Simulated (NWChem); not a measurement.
# CH2F4Si; SMILES F[SiH2]C(F)(F)F

```xyz
8

Si    -0.6360    -1.0731     0.0000
F      0.6051    -2.0982     0.0000
C      0.0623     0.7162     0.0000
F      0.8174     0.9844    -1.0902
F      0.8174     0.9844     1.0902
F     -0.9734     1.5974     0.0000
H     -1.4346    -1.2434    -1.2336
H     -1.4346    -1.2434     1.2336
```
Atoms are numbered in this order, from 1.

Program: NWChem. All runs use the structure optimised with B3LYP/6-31G* (spherical d). Level MN15/def2-SVP: energy and gradient on several grids; changes count from the extra-fine grid, which is no exact limit either.

### Question
Which is the coarsest grid (xcoarse; coarse; xfine; medium; fine) from which on the energy stays within 100 μHa and each gradient component within 200 μHa/bohr of xfine?

### Answer
medium.
```
grid     size of the energy change (μHa)  largest change of a gradient component (μHa/bohr)  time, medium = 1 (rough)
-------  -------------------------------  -------------------------------------------------  ------------------------
xcoarse                           100000                                               3000                   about 1
coarse                              1000                                                600                   about 1
medium                                30                                                 60                   about 1
fine                                < 10                                               < 30                   about 1
xfine                               < 10                                               < 30                         2
```
